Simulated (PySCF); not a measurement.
FSr (SMILES [F][Sr]), doublet, geometry from GFN2-xTB (such geometries of metal compounds can be far from the true shape) (the spin is typed, not shown lowest) (all electrons, no relativity); HF/STO-3G (PySCF).

The PySCF input:
```python
from pyscf import gto, scf

mol = gto.Mole()
mol.atom = '''
    Sr   -0.000000   -0.000000   -0.371457
    F     0.000000    0.000000    1.568375
'''
mol.basis = 'sto-3g'
mol.charge = 0
mol.spin = 1
mol.verbose = 4
mol.build()

mf = scf.UHF(mol)
mf.kernel()
mf.analyze()
```

The log (banner, timings and long lists left out):

```
PySCF version 2.14.0

[INPUT] verbose = 4
[INPUT] num. atoms = 2
[INPUT] num. electrons = 47
[INPUT] charge = 0
[INPUT] spin (= nelec alpha-beta = 2S) = 1
[INPUT] symmetry False subgroup None
[INPUT] Mole.unit = angstrom
[INPUT] Symbol           X                Y                Z      unit          X                Y                Z       unit  Magmom
[INPUT]  1 Sr     0.000000000000   0.000000000000  -0.371457000000 AA    0.000000000000   0.000000000000  -0.701951997053 Bohr   0.0
[INPUT]  2 F      0.000000000000   0.000000000000   1.568375000000 AA    0.000000000000   0.000000000000   2.963799210615 Bohr   0.0

nuclear repulsion = 93.2960205495321
number of shells = 13
number of NR pGTOs = 81
number of NR cGTOs = 27
basis = sto-3g
ecp = {}

******** <class 'pyscf.scf.uhf.UHF'> ********
method = UHF
initial guess = minao
damping factor = 0
level_shift factor = 0
DIIS = <class 'pyscf.scf.diis.CDIIS'>
diis_start_cycle = 1
diis_space = 8
diis_damp = 0
SCF conv_tol = 1e-09
SCF conv_tol_grad = None
SCF max_cycles = 50
direct_scf = True
direct_scf_tol = 1e-13
number electrons alpha = 24  beta = 23
Set gradient conv threshold to 3.16228e-05
init E= -3191.82120739893

cycle= 1 E= -3196.93763310027  delta_E= -5.12  |g|= 0.231  |ddm|= 1.67
cycle= 2 E= -3197.0212338494  delta_E= -0.0836  |g|= 0.054  |ddm|= 0.921
cycle= 3 E= -3197.02546099097  delta_E= -0.00423  |g|= 0.0196  |ddm|= 0.168
cycle= 4 E= -3197.02650305491  delta_E= -0.00104  |g|= 0.0104  |ddm|= 0.101
cycle= 5 E= -3197.0270079286  delta_E= -0.000505  |g|= 0.00606  |ddm|= 0.0787
cycle= 6 E= -3197.02734536853  delta_E= -0.000337  |g|= 0.0039  |ddm|= 0.0794
cycle= 7 E= -3197.02757360342  delta_E= -0.000228  |g|= 0.00153  |ddm|= 0.113
cycle= 8 E= -3197.02759467321  delta_E= -2.11e-05  |g|= 0.00028  |ddm|= 0.0406
cycle= 9 E= -3197.02759513881  delta_E= -4.66e-07  |g|= 4.89e-05  |ddm|= 0.00466
cycle= 10 E= -3197.02759516238  delta_E= -2.36e-08  |g|= 1.38e-05  |ddm|= 0.00154
cycle= 11 E= -3197.02759516267  delta_E= -2.86e-10  |g|= 1.84e-06  |ddm|= 5.42e-05
Extra cycle  E= -3197.02759516268  delta_E= -5.46e-12  |g|= 7.84e-07  |ddm|= 6.32e-06
converged SCF energy = -3197.02759516268  <S^2> = 0.77337091  2S+1 = 2.0232359
**** SCF Summaries ****
Total Energy =                       -3197.027595162675425
Nuclear Repulsion Energy =              93.296020549532130
One-electron Energy =                -4638.398967203147549
Two-electron Energy =                 1348.075351490939966
Two-electron Coulomb Energy =         1461.245084364377362
DFT Exchange-Correlation Energy =     -113.169732873437397
**** MO energy ****
                             alpha | beta                alpha | beta
MO #1   energy= -577.198097329955  | -577.196029667092  occ= 1 | 1
MO #2   energy= -78.2003393237231  | -78.1976193851073  occ= 1 | 1
MO #3   energy= -72.241259587325   | -72.2404124361424  occ= 1 | 1
MO #4   energy= -72.2412032335783  | -72.2404124361421  occ= 1 | 1
MO #5   energy= -72.2412032335781  | -72.2391267183801  occ= 1 | 1
MO #6   energy= -25.5055784953361  | -25.4975957978642  occ= 1 | 1
MO #7   energy= -12.706168941391   | -12.7012789843056  occ= 1 | 1
MO #8   energy= -10.1958203616217  | -10.1943970710397  occ= 1 | 1
MO #9   energy= -10.1958203616217  | -10.1943970710397  occ= 1 | 1
MO #10  energy= -10.194444775885   | -10.1897131067485  occ= 1 | 1
MO #11  energy= -4.77078634776759  | -4.77002739456574  occ= 1 | 1
MO #12  energy= -4.77078634776752  | -4.77002739456566  occ= 1 | 1
MO #13  energy= -4.7681067601053   | -4.76648510448117  occ= 1 | 1
MO #14  energy= -4.76810676010527  | -4.76648510448114  occ= 1 | 1
MO #15  energy= -4.76728544975648  | -4.76536487435479  occ= 1 | 1
MO #16  energy= -1.69279661090586  | -1.67902092254579  occ= 1 | 1
MO #17  energy= -1.24483695269343  | -1.20194624856403  occ= 1 | 1
MO #18  energy= -0.953090716441015 | -0.946111293938716 occ= 1 | 1
MO #19  energy= -0.953090716441002 | -0.946111293938711 occ= 1 | 1
MO #20  energy= -0.91871909270228  | -0.899690514630512 occ= 1 | 1
MO #21  energy= -0.251037097054167 | -0.218002298087901 occ= 1 | 1
MO #22  energy= -0.227872959498182 | -0.218002298087888 occ= 1 | 1
MO #23  energy= -0.22787295949818  | -0.113177082750601 occ= 1 | 1
MO #24  energy= -0.0625015054675165 | 0.246854013743172  occ= 1 | 0
MO #25  energy= 0.378012992432467  | 0.421229843618496  occ= 0 | 0
MO #26  energy= 0.378012992432474  | 0.421229843618506  occ= 0 | 0
MO #27  energy= 0.504429629156181  | 0.55800181551813   occ= 0 | 0

To work with the spin densities directly, `use mulliken_meta_spin()` only printing them here.

 ** Mulliken spin pop alpha/beta on meta-lowdin orthogonal AOs **
 ** Mulliken Spin Density (per AO)  **
spin_pop of  0 Sr 1s        0.00000
spin_pop of  0 Sr 2s        0.00000
spin_pop of  0 Sr 3s        0.00018
spin_pop of  0 Sr 4s        0.00085
spin_pop of  0 Sr 5s        0.66003
spin_pop of  0 Sr 2px      -0.00000
spin_pop of  0 Sr 2py      -0.00000
spin_pop of  0 Sr 2pz       0.00000
spin_pop of  0 Sr 3px      -0.00000
spin_pop of  0 Sr 3py      -0.00000
spin_pop of  0 Sr 3pz       0.00001
spin_pop of  0 Sr 4px      -0.00114
spin_pop of  0 Sr 4py      -0.00114
spin_pop of  0 Sr 4pz       0.00509
spin_pop of  0 Sr 5px       0.00356
spin_pop of  0 Sr 5py       0.00356
spin_pop of  0 Sr 5pz       0.08626
spin_pop of  0 Sr 3dxy     -0.00000
spin_pop of  0 Sr 3dyz      0.00000
spin_pop of  0 Sr 3dz^2     0.00000
spin_pop of  0 Sr 3dxz      0.00000
spin_pop of  0 Sr 3dx2-y2    0.00000
spin_pop of  1 F 1s       -0.00000
spin_pop of  1 F 2s        0.01643
spin_pop of  1 F 2px      -0.00242
spin_pop of  1 F 2py      -0.00242
spin_pop of  1 F 2pz       0.23115
 ** Mulliken Spin Density (per atom)  **
spin density of  0 Sr =      0.75726
spin density of  1 F =      0.24274
 ** Mulliken pop alpha/beta on meta-lowdin orthogonal AOs **
 ** Mulliken pop       alpha | beta **
pop of  0 Sr 1s        1.00000 | 1.00000
pop of  0 Sr 2s        1.00000 | 1.00000
pop of  0 Sr 3s        0.99998 | 0.99980
pop of  0 Sr 4s        0.99996 | 0.99911
pop of  0 Sr 5s        0.91709 | 0.25706
pop of  0 Sr 2px       1.00000 | 1.00000
pop of  0 Sr 2py       1.00000 | 1.00000
pop of  0 Sr 2pz       1.00000 | 1.00000
pop of  0 Sr 3px       0.99995 | 0.99995
pop of  0 Sr 3py       0.99995 | 0.99995
pop of  0 Sr 3pz       0.99996 | 0.99995
pop of  0 Sr 4px       0.99703 | 0.99817
pop of  0 Sr 4py       0.99703 | 0.99817
pop of  0 Sr 4pz       0.99982 | 0.99473
pop of  0 Sr 5px       0.02681 | 0.02324
pop of  0 Sr 5py       0.02681 | 0.02324
pop of  0 Sr 5pz       0.10084 | 0.01458
pop of  0 Sr 3dxy      1.00000 | 1.00000
pop of  0 Sr 3dyz      1.00000 | 1.00000
pop of  0 Sr 3dz^2     1.00000 | 1.00000
pop of  0 Sr 3dxz      1.00000 | 1.00000
pop of  0 Sr 3dx2-y2    1.00000 | 1.00000
pop of  1 F 1s        0.99998 | 0.99999
pop of  1 F 2s        0.99524 | 0.97881
pop of  1 F 2px       0.97621 | 0.97863
pop of  1 F 2py       0.97621 | 0.97863
pop of  1 F 2pz       0.98712 | 0.75597
In total            24.00000 | 23.00000
 ** Mulliken atomic charges   ( Nelec_alpha | Nelec_beta ) **
charge of  0Sr =      0.62681  (    19.06522     18.30797 )
charge of  1F =     -0.62681  (     4.93478      4.69203 )
Dipole moment(X, Y, Z, Debye):  0.00000, -0.00000, -3.26717
```
